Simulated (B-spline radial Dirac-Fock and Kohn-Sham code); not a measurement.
**Binding energies of Gd in different valence configurations**

Model: multi-electron Dirac-Fock with separately optimised hole states, Breit and Lamb-shift corrections added in first order. Program: an atomic code on a B-spline grid. Correlation and solid-state effects are left out.

Reference: the tabulated ground configuration [Xe] 4f7 5d1 6s2, with 2s 8393.0 eV, 3p3/2 1560.3 eV, 3d3/2 1229.0 eV, 3d5/2 1198.6 eV, 4p1/2 323.4 eV, 4p3/2 291.6 eV, Kα1 42993.5 eV, Kβ1 48687.8 eV, Lα1 6056.0 eV, Lβ2 7096.6 eV.

Shifts from the reference in eV. A negative average energy means that the model, which has no correlation or term splitting, puts that configuration lower.

```
       configuration  average energy      2s   3p3/2   3d3/2   3d5/2   4p1/2   4p3/2    Kα1    Kβ1    Lα1    Lβ2
    [Xe] 4f6 5d2 6s2           +6.43   +9.18  +10.47  +10.25  +10.27   +9.13   +8.88  -0.83  -2.23  -1.20  +0.93
[Xe] 4f6 5d1 6s2 6p1           +8.70  +13.28  +14.53  +14.30  +14.32  +13.14  +12.90  -0.97  -2.32  -1.15  +1.06
    [Xe] 4f8 5d1 6s1           +1.56  -10.53  -11.62  -11.41  -11.44  -10.65  -10.46  +0.81  +2.00  +1.01  -0.64
        [Xe] 4f7 5d3           +3.75   -4.30   -4.23   -4.21   -4.21   -4.22   -4.23  +0.19  +0.15  -0.06  -0.08
    [Xe] 4f7 6s2 6p1           +1.27   +3.90   +3.85   +3.84   +3.84   +3.83   +3.84  -0.12  -0.08  +0.05  +0.10
    [Xe] 4f5 5d3 6s2          +19.35  +19.04  +21.76  +21.31  +21.36  +18.71  +18.17  -1.77  -4.70  -2.53  +2.19
        [Xe] 4f8 6s2           -0.46   -8.43   -9.57   -9.37   -9.40   -8.59   -8.39  +0.73  +1.95  +1.05  -0.61
        [Xe] 4f9 5d1           +9.38  -18.33  -20.34  -19.96  -20.01  -18.81  -18.48  +1.47  +3.66  +1.86  -0.89
```

Values without a named source are computed, but for edge energies of neutral atoms, which are taken from tables.
